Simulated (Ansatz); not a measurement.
Basis-set extrapolation for CH4BNO, SMILES `N=CBO` (PBE0-D4/def2-TZVP geometry, frozen core, Ansatz). Multiplicity 1, RHF reference.

```csv
,def2-TZVPP,def2-QZVPP
HF,-194.301962,-194.311055
MP2 correlation,-0.699025,-0.749414
CCSD(T) correlation,-0.752952,not run
```

Energies in hartree. Use E(X) = E(∞) + A·exp(−7.88·√X) for Hartree–Fock and E(X) = E(∞) + B·X^(−2.97) for correlation, with X = 3 and 4, and add CCSD(T) minus MP2 of the smaller set to the MP2 limit.

What is the CCSD(T) energy at the basis-set limit?

HF limit: -194.311055 + (-0.009093) × 0.13774 = -194.31231. MP2 limit: -0.749414 + (-0.050389) × 0.74074 = -0.78674. Higher-order term: -0.752952 − (-0.699025) = -0.05393. Total: -195.15298 hartree, 61.5 kcal/mol below CCSD(T)/def2-TZVPP.
